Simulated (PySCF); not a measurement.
NS, SMILES S=[N], multiplicity 2.

Geometry: B3LYP-D3(BJ)/def2-TZVPD.

Two levels are set side by side: PBE/def2-TZVPD (PySCF) and M06-2X/def2-TZVPD (PySCF). Same geometry, gas phase. Differences are taken from unrounded values.

```
quantity                 M06-2X
-----------------------  ------
α-spin orbital gap (eV)    4.89
β-spin orbital gap (eV)    9.29
dipole moment (D)          1.86
```

**Question.** What does PBE give, and how far is it from M06-2X? (Estimate from the structure and the level; the computed values follow.)

**Answer.** 
```csv
quantity,PBE,PBE minus M06-2X
α-spin orbital gap (eV),0.18,-4.71
β-spin orbital gap (eV),4.54,-4.74
dipole moment (D),1.75,-0.11
```

Rough cost on one machine, each run with all the roots and properties that it gave: M06-2X against PBE about 3 times.
